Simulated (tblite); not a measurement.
C13H10N2.
Numbering: `[C-:1]#[N+:2]/[CH:3]=[C:4]1/[CH:5]=[CH:6][CH:7]=[C:8]([n:9]2[cH:10][cH:11][cH:12][cH:13]2)[CH:14]=[CH:15]1` (hydrogens: H16 on C3; H17 on C5; H18 on C6; H19 on C7; H20 on C10; H21 on C11; H22 on C12; H23 on C13; H24 on C14; H25 on C15)
Bond orders are those of one Lewis drawing.

Computed with GFN2-xTB (tblite), gas phase: L-BFGS steps from a force-field or distance-geometry start until the largest atomic force falls under 0.01 eV/Å.

Step 48: E = -1051.3625 eV
```
atom  x, y, z in Å  |  force x, y, z in eV/Å
C1      4.9344    2.2033    0.2920   -0.039   0.047   0.004
N2      4.3891    1.1740    0.4139    0.021   0.077  -0.053
C3      3.8278   -0.0379    0.5456    0.023  -0.018   0.041
C4      2.5570   -0.3484    0.1807    0.005  -0.001   0.009
C5      2.1308   -1.7200    0.3328   -0.052   0.024   0.045
C6      0.8752   -2.2100    0.3574   -0.012   0.018  -0.048
C7     -0.3715   -1.5178    0.2921    0.030  -0.015   0.030
C8     -0.6215   -0.2309   -0.0813    0.032  -0.048   0.020
N9     -1.9263    0.2683   -0.0213    0.066   0.006   0.041
C10    -3.0567   -0.4508    0.2825    0.042   0.009  -0.046
C11    -4.1264    0.3890    0.3176   -0.004  -0.023  -0.017
C12    -3.6463    1.6878    0.0325    0.015  -0.018  -0.009
C13    -2.3037    1.5826   -0.1650   -0.009  -0.027  -0.016
C14     0.3830    0.6760   -0.6006   -0.045  -0.023   0.020
C15     1.7173    0.6410   -0.4624   -0.033  -0.051  -0.072
H16     4.4648   -0.7750    1.0107    0.089  -0.088   0.012
H17     2.9460   -2.4227    0.4680   -0.064   0.002  -0.001
H18     0.7725   -3.2788    0.5162    0.032   0.072  -0.026
H19    -1.2079   -2.1376    0.5828    0.016   0.073   0.006
H20    -3.0389   -1.5103    0.4352   -0.051   0.032  -0.019
H21    -5.1367    0.1031    0.5266   -0.066   0.037  -0.011
H22    -4.2192    2.5909   -0.0304   -0.041  -0.007   0.040
H23    -1.6114    2.3713   -0.3750    0.017  -0.017   0.034
H24    -0.0125    1.5120   -1.1602    0.022  -0.023  -0.005
H25     2.2701    1.4650   -0.9026    0.008  -0.037   0.022
```

Step 49: E = -1051.3649 eV
```
atom  x, y, z in Å  |  force x, y, z in eV/Å
C1      4.9495    2.1963    0.2675   -0.041   0.081   0.010
N2      4.3879    1.1782    0.4065    0.036   0.068  -0.076
C3      3.8241   -0.0309    0.5488    0.033  -0.016   0.050
C4      2.5557   -0.3461    0.1815   -0.007  -0.010   0.041
C5      2.1308   -1.7164    0.3462   -0.060   0.003   0.010
C6      0.8754   -2.2067    0.3667   -0.029   0.005  -0.031
C7     -0.3720   -1.5173    0.2943    0.022  -0.013   0.020
C8     -0.6219   -0.2335   -0.0885   -0.001  -0.037   0.031
N9     -1.9266    0.2666   -0.0289    0.033   0.002   0.033
C10    -3.0596   -0.4562    0.2584    0.021   0.022  -0.047
C11    -4.1277    0.3861    0.3100    0.005  -0.001  -0.015
C12    -3.6432    1.6903    0.0518    0.010  -0.033  -0.001
C13    -2.3004    1.5847   -0.1474   -0.012  -0.027  -0.020
C14     0.3820    0.6705   -0.6123   -0.049  -0.018   0.033
C15     1.7155    0.6372   -0.4688   -0.021  -0.056  -0.093
H16     4.4600   -0.7617    1.0243    0.092  -0.111   0.019
H17     2.9440   -2.4208    0.4854   -0.056   0.021   0.009
H18     0.7703   -3.2733    0.5347    0.049   0.050  -0.029
H19    -1.2081   -2.1374    0.5861    0.016   0.088   0.013
H20    -3.0449   -1.5203    0.3831   -0.049   0.064  -0.017
H21    -5.1402    0.1006    0.5155   -0.020   0.042  -0.028
H22    -4.2133    2.5982    0.0088   -0.016  -0.056   0.038
H23    -1.6048    2.3749   -0.3431    0.015  -0.032   0.042
H24    -0.0106    1.5036   -1.1779   -0.005  -0.021  -0.006
H25     2.2672    1.4576   -0.9148    0.032  -0.013   0.015
```

Step 50: E = -1051.3678 eV
```
atom  x, y, z in Å  |  force x, y, z in eV/Å
C1      4.9503    2.1951    0.2480    0.043   0.256  -0.006
N2      4.3840    1.1838    0.4014   -0.034  -0.107  -0.069
C3      3.8239   -0.0263    0.5524    0.025  -0.023   0.046
C4      2.5575   -0.3473    0.1829    0.000  -0.007   0.078
C5      2.1311   -1.7153    0.3563   -0.043  -0.014  -0.035
C6      0.8753   -2.2026    0.3716   -0.036  -0.014  -0.001
C7     -0.3714   -1.5152    0.2982   -0.009   0.000   0.001
C8     -0.6216   -0.2345   -0.0918   -0.039   0.001   0.035
N9     -1.9259    0.2667   -0.0321   -0.018  -0.033   0.014
C10    -3.0612   -0.4586    0.2405   -0.005   0.029  -0.035
C11    -4.1293    0.3836    0.3033   -0.010   0.012  -0.006
C12    -3.6421    1.6908    0.0644    0.012  -0.012   0.005
C13    -2.2988    1.5855   -0.1351   -0.016   0.008  -0.017
C14     0.3824    0.6657   -0.6187   -0.028  -0.010   0.039
C15     1.7152    0.6300   -0.4733    0.014  -0.048  -0.088
H16     4.4638   -0.7512    1.0327    0.069  -0.107   0.015
H17     2.9397   -2.4246    0.4944   -0.029   0.035   0.024
H18     0.7667   -3.2665    0.5452    0.060  -0.009  -0.027
H19    -1.2072   -2.1344    0.5906   -0.001   0.080   0.027
H20    -3.0501   -1.5244    0.3449   -0.036   0.041  -0.009
H21    -5.1449    0.1007    0.5066    0.047   0.038  -0.048
H22    -4.2115    2.6011    0.0372    0.010  -0.089   0.028
H23    -1.6007    2.3759   -0.3213    0.018  -0.028   0.046
H24    -0.0034    1.4990   -1.1877   -0.046  -0.015  -0.013
H25     2.2670    1.4471   -0.9230    0.053   0.016  -0.002
```

Problem. Estimate the geometry and energy of step 51. (The exact step hangs on the optimiser's Hessian estimate; all steps are aligned on step 50, rigid shifts and turns removed.)

Solution. E = -1051.3693 eV, largest force 0.191 eV/Å
```
atom  x, y, z in Å  |  force x, y, z in eV/Å
C1      4.9784    2.1868    0.2104   -0.168  -0.065   0.050
N2      4.3855    1.1903    0.3856    0.135   0.089  -0.101
C3      3.8184   -0.0162    0.5597    0.081   0.038   0.033
C4      2.5541   -0.3418    0.1858    0.001  -0.007   0.088
C5      2.1287   -1.7079    0.3768   -0.006  -0.017  -0.066
C6      0.8748   -2.1983    0.3858   -0.041  -0.027   0.023
C7     -0.3720   -1.5155    0.3006   -0.026   0.016  -0.015
C8     -0.6231   -0.2400   -0.1032   -0.056   0.043   0.037
N9     -1.9263    0.2621   -0.0438   -0.099   0.048  -0.016
C10    -3.0658   -0.4669    0.2005   -0.081   0.028  -0.009
C11    -4.1312    0.3791    0.2914    0.064   0.079  -0.024
C12    -3.6363    1.6944    0.0958   -0.024  -0.088   0.020
C13    -2.2934    1.5881   -0.1077    0.019  -0.061   0.000
C14     0.3785    0.6572   -0.6372    0.017   0.005   0.024
C15     1.7112    0.6240   -0.4883    0.054  -0.046  -0.051
H16     4.4554   -0.7369    1.0559    0.015  -0.035  -0.024
H17     2.9361   -2.4167    0.5255   -0.021   0.052   0.034
H18     0.7675   -3.2585    0.5749    0.061  -0.051  -0.031
H19    -1.2077   -2.1315    0.5959   -0.039   0.062   0.048
H20    -3.0623   -1.5394    0.2622   -0.020   0.150  -0.010
H21    -5.1498    0.0978    0.4876    0.091   0.038  -0.066
H22    -4.2013    2.6108    0.1010    0.051  -0.172   0.019
H23    -1.5889    2.3805   -0.2674    0.003  -0.073   0.053
H24    -0.0048    1.4842   -1.2182   -0.071  -0.026   0.003
H25     2.2632    1.4381   -0.9420    0.061   0.021  -0.019
```

The energy changes by -0.0015 eV. The first-order estimate −F·Δx gives -0.0046 eV and the mean of the old and new forces, exact on a quadratic surface, -0.0011 eV. The step makes an angle of 86° with the force vector and moves no atom by more than 0.085 Å.

What follows is the cost of the whole relaxation. The run took 2.3 s wall on an Arm Neoverse V1 with one thread, on a shared host.
